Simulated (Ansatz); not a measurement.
A nudged elastic band was laid between two geometries of CH8ClNSi2 (13 atoms, charge 0, multiplicity 1).

Method: Ansatz 0.2.0, RKS PBE0-D4/cc-pVDZ.

```
movable images  : 7
climbing image  : yes
spring          : 5.0 eV/Å²
optimiser       : quadratic models (default)
start path      : through a guess of the saddle point
force threshold : 0.05 eV/Å
iteration limit : 53
end points      : relaxed
```

First end point:

```xyz
13
Properties=species:S:1:pos:R:3
N -0.132 2.099 1.229
C -0.627 0.967 0.451
Si 0.726 -0.366 0.380
Si 0.103 -2.072 -1.109
Cl -0.323 -1.157 -2.956
H -0.876 2.786 1.356
H 0.594 2.582 0.700
H -1.486 0.516 0.978
H -0.978 1.198 -0.576
H 2.005 0.237 -0.128
H 0.979 -0.952 1.738
H 1.180 -3.082 -1.356
H -1.143 -2.790 -0.690
```

Last end point:

```xyz
13
Properties=species:S:1:pos:R:3
N -0.382 2.270 1.074
C -0.703 1.083 0.281
Si 0.645 -0.272 0.301
Si 0.116 -2.115 -1.055
Cl -0.362 -1.349 -2.955
H -0.198 2.000 2.041
H 0.490 2.682 0.740
H -1.655 0.657 0.639
H -0.890 1.383 -0.763
H 1.940 0.314 -0.189
H 0.864 -0.741 1.715
H 1.245 -3.082 -1.240
H -1.089 -2.865 -0.573
```

**Question.** What changes between the two ends?

**Answer.** No bond is made or broken. The height of N1 over the plane of its neighbours goes from -0.40 to 0.40 Å.

**Question.** Give the energies along the band, and the barrier.

**Answer.** The run converged. The highest image is number 4 of 0 to 8, 0.238 eV above the first end and 0.249 eV above the last; the last end lies 0.011 eV below the first. A vibrational analysis at the climbing image gives one clearly imaginary mode, 704i cm⁻¹: a first-order saddle point.

```tsv
image	path coordinate (Å)	energy (eV)	height of N1 over the plane of its neighbours (Å)
0	0.00	0.000	-0.40
1	0.26	0.005	-0.40
2	0.51	0.025	-0.38
3	0.77	0.104	-0.26
4	1.02	0.238	0.00
5	1.27	0.105	0.26
6	1.52	0.019	0.38
7	1.77	-0.006	0.40
8	2.01	-0.011	0.40
```

**Question.** What is the geometry of the highest image?

**Answer.** 
```xyz
13
Properties=species:S:1:pos:R:3
N -0.185 2.181 1.063
C -0.660 1.045 0.327
Si 0.659 -0.339 0.332
Si 0.117 -2.129 -1.093
Cl -0.278 -1.297 -2.989
H -0.642 2.485 1.905
H 0.620 2.696 0.750
H -1.565 0.648 0.815
H -0.965 1.284 -0.711
H 1.962 0.233 -0.150
H 0.863 -0.851 1.730
H 1.220 -3.126 -1.278
H -1.124 -2.864 -0.685
```

**Question.** What are the harmonic wavenumbers there?

**Answer.** 704i, 43, 66, 94, 135, 174, 260, 391, 406, 469, 527, 605, 667, 700, 766, 810, 818, 908, 932, 1023, 1150, 1272, 1310, 1435, 1597, 2186, 2196, 2203, 2215, 3005, 3113, 3675, 3812 cm⁻¹.

Time of the run: 4.5 min on 2 threads of Intel(R) Xeon(R) Platinum 8488C (Sapphire Rapids), with other jobs on the host, peak memory 0.36 GiB.
